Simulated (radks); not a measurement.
All-electron atom: Ni VII in [Ar] 3d4. Calculated with a radial shooting solver on a logarithmic mesh with Libxc functionals: non-relativistic Kohn-Sham, LB94 model potential, spin-polarised, spherical densities, point nucleus; open shells are filled with parallel spins first.

Unscreened Slater integrals over Kohn-Sham orbitals (hartree). They are taken over the spin-up orbitals.

\begin{tabular}{lr}
integral & value \\ \hline
F0(3d,3d) & 1.2156 \\
F2(3d,3d) & 0.58825 \\
F4(3d,3d) & 0.37136 \\
F0(3d,3p) & 1.2160 \\
F2(3d,3p) & 0.58895 \\
G1(3d,3p) & 0.71189 \\
G3(3d,3p) & 0.44302 \\
F0(3d,3s) & 1.2258 \\
G2(3d,3s) & 0.54393 \\
F0(3d,2p) & 1.6341 \\
F2(3d,2p) & 0.36371 \\
G1(3d,2p) & 0.28858 \\
G3(3d,2p) & 0.16456 \\
F0(3p,3p) & 1.2282 \\
F2(3p,3p) & 0.61896 \\
F0(3p,3s) & 1.2373 \\
G1(3p,3s) & 0.82113 \\
F0(3p,2p) & 1.6584 \\
F2(3p,2p) & 0.34481 \\
G0(3p,2p) & 0.13378 \\
G2(3p,2p) & 0.14150 \\
F0(3s,3s) & 1.2479 \\
F0(3s,2p) & 1.6554 \\
G1(3s,2p) & 0.13907 \\
F0(2p,2p) & 4.2319 \\
F2(2p,2p) & 1.9991 \\
\end{tabular}

Derived for the open shells (J is the average intra-shell exchange parameter used in DFT+U). 3d: Racah B = F2/49 - 5 F4/441 = 0.007795 hartree, C = 35 F4/441 = 0.02947 hartree, C/B = 3.78, F4/F2 = 0.631, J = (F2 + F4)/14 = 0.06854 hartree.
